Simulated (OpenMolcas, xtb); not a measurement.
## A ladder of methods for CH4ClGa (SMILES [CH3][GaH][Cl])

CH4ClGa has 7 atoms, charge 0, and is taken as a singlet. SMILES: `[CH3][GaH][Cl]`. The coordinates come from a PBE0-D4/def2-TZVP relaxation.

```xyz
7

C    -0.7305    0.5883   -0.2007
Ga    0.8463   -0.5381    0.0357
Cl    0.8650   -1.7948    1.7928
H    -0.4359    1.6372   -0.2838
H    -1.4183    0.4736    0.6363
H    -1.2459    0.3187   -1.1260
H     2.1193   -0.6848   -0.8543
```

Quantity: the vertical ionisation energy (to the doublet cation), in eV. The values are calculated.

| level | kind | program | value (eV) | less CCSD(T)/def2-SVP | CPU time (all runs) |
| --- | --- | --- | --- | --- | --- |
| GFN1-xTB | semi-empirical | xtb | 14.54 | +4.25 | under 2 s |
| HF/def2-SVP | Hartree–Fock | OpenMolcas | 10.08 | -0.21 | 21 s |
| SVWN5/def2-SVP | LDA | OpenMolcas | 9.97 | -0.32 | 50 s |
| BLYP/def2-SVP | GGA | OpenMolcas | 9.66 | -0.63 | 78 s |
| M06-L/def2-SVP | meta-GGA | OpenMolcas | 10.09 | -0.20 | 97 s |
| B3LYP/def2-SVP | global hybrid | OpenMolcas | 10.14 | -0.15 | 72 s |
| PBE0/def2-SVP | global hybrid | OpenMolcas | 10.23 | -0.06 | 70 s |
| CCSD(T)/def2-SVP, open shells restricted | coupled cluster or CI | OpenMolcas | 10.29 | 0.00 | 2.3 min |

CCSD(T)/def2-SVP, open shells restricted is the highest level here, not the true value. All-electron rows without a relativistic Hamiltonian named are non-relativistic. The values span 9.66 to 14.54 eV. The xTB values lack the empirical shift that such differences need. In the correlated wave-function rows the outer d shell of Ga is correlated, in sets not made for it. CPU times are rough (shared hosts, several kinds of processor): they show what a rung costs within a factor of a few.
